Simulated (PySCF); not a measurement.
# Excitation energy of Ca⁺ by level of theory

Ca⁺ [Ar] 4s1 (2S) → Ca⁺ [Ar] 4p1 (2P), as a difference of total energies. All numbers are calculated (PySCF 2.14, the spin-free X2C one-electron Hamiltonian (Gaussian nucleus), in aug-cc-pVTZ-X2C (7s6p4d2f, 59 functions)). The calculations carry no spin-orbit coupling.

| method | excitation energy (cm⁻¹) | error (cm⁻¹) |
| --- | --- | --- |
| UHF | 23637 | -1703 |
| LDA | 24109 | -1231 |
| PBE | 22677 | -2663 |
| PBE0 | 22964 | -2376 |
| r2SCAN | 22191 | -3149 |
| HSE06 | 23017 | -2323 |
| BHandHLYP | 24289 | -1051 |
| PW91 | 22754 | -2586 |

Reference: 25340 cm⁻¹ (measured; NIST levels, between the centres of gravity of the two terms).
